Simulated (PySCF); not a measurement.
C3H6Cl, charge -1, singlet, geometry from GFN2-xTB; HF/6-31G run with PySCF.

Input for PySCF:
```python
from pyscf import gto, scf

mol = gto.M(
    atom='''
C     0.87874214   -0.57746196    0.01178248
C     2.36128716   -0.21090347    0.01892378
C     0.05260727    0.70987802    0.08469850
H     0.66331677   -1.19415500    0.89661526
H     0.68416168   -1.22068093   -0.87379508
H     2.99566787   -1.10167485    0.03968092
Cl   -1.73162036    0.11908892    0.00897987
H     2.61173789    0.36877995   -0.87023935
H     2.58650261    0.40082008    0.89158272
H     0.14033970    1.19332350   -0.92893097
''',
    basis='6-31g',
    charge=-1,
    verbose=4,
)

mf = scf.RHF(mol)
mf.kernel()
mf.analyze()
```

Problem. Write the output that PySCF gives for this input, abridged.

Solution. 
```
PySCF version 2.14.0

[INPUT] verbose = 4
[INPUT] num. atoms = 10
[INPUT] num. electrons = 42
[INPUT] charge = -1
[INPUT] spin (= nelec alpha-beta = 2S) = 0
[INPUT] symmetry False subgroup None
[INPUT] Mole.unit = angstrom
[INPUT] Symbol           X                Y                Z      unit          X                Y                Z       unit  Magmom
[...]
nuclear repulsion = 147.052824209566
number of shells = 34
number of NR pGTOs = 136
number of NR cGTOs = 52
basis = 6-31g
ecp = {}

******** <class 'pyscf.scf.hf.RHF'> ********
method = RHF
initial guess = minao
damping factor = 0
level_shift factor = 0
DIIS = <class 'pyscf.scf.diis.CDIIS'>
diis_start_cycle = 1
diis_space = 8
diis_damp = 0
SCF conv_tol = 1e-09
SCF conv_tol_grad = None
SCF max_cycles = 50
direct_scf = True
direct_scf_tol = 1e-13
Set gradient conv threshold to 3.16228e-05
Initial guess from minao.
init E= -576.7263102275
[...]
cycle= 1 E= -576.391287604233  delta_E= 0.335  |g|= 0.298  |ddm|= 2.72
[...]
cycle= 2 E= -576.424898180741  delta_E= -0.0336  |g|= 0.0868  |ddm|= 0.678
[...]
cycle= 3 E= -576.427880593924  delta_E= -0.00298  |g|= 0.0272  |ddm|= 0.208
[...]
cycle= 4 E= -576.428384340578  delta_E= -0.000504  |g|= 0.00823  |ddm|= 0.099
[...]
cycle= 5 E= -576.428472074927  delta_E= -8.77e-05  |g|= 0.00397  |ddm|= 0.0513
[...]
cycle= 6 E= -576.428494539753  delta_E= -2.25e-05  |g|= 0.00145  |ddm|= 0.0281
[...]
cycle= 7 E= -576.428498203162  delta_E= -3.66e-06  |g|= 0.000401  |ddm|= 0.0119
[...]
cycle= 8 E= -576.428498459243  delta_E= -2.56e-07  |g|= 0.000127  |ddm|= 0.00236
[...]
cycle= 9 E= -576.428498478083  delta_E= -1.88e-08  |g|= 4.23e-05  |ddm|= 0.000644
[...]
cycle= 10 E= -576.428498479806  delta_E= -1.72e-09  |g|= 8.26e-06  |ddm|= 0.000223
[...]
cycle= 11 E= -576.428498479879  delta_E= -7.31e-11  |g|= 2.42e-06  |ddm|= 4.33e-05
[...]
Extra cycle  E= -576.428498479883  delta_E= -3.98e-12  |g|= 1.15e-06  |ddm|= 8.66e-06
converged SCF energy = -576.428498479883
**** SCF Summaries ****
Total Energy =                        -576.428498479883388
Nuclear Repulsion Energy =             147.052824209566353
One-electron Energy =                -1093.476417161245081
Two-electron Energy =                  369.995094471795369
Two-electron Coulomb Energy =          415.427370127214488
DFT Exchange-Correlation Energy =      -45.432275655419119
HOMO-LUMO gap [eV] =                    12.112315934883252
**** MO energy ****
[...]
 ** Mulliken pop on meta-lowdin orthogonal AOs  **
 ** Mulliken pop  **
 ** Mulliken atomic charges  **
charge of    0C =     -0.14389
charge of    1C =     -0.28029
charge of    2C =     -0.47484
charge of    3H =      0.06322
charge of    4H =      0.02623
charge of    5H =      0.05774
charge of    6Cl =     -0.42112
charge of    7H =      0.07311
charge of    8H =      0.08794
charge of    9H =      0.01190

WARN: System has nonzero charge -1; the dipole moment is origin-dependent.
Location of origin: [0. 0. 0.]

Dipole moment(X, Y, Z, Debye):  3.11765, -2.18550, -1.20412
```
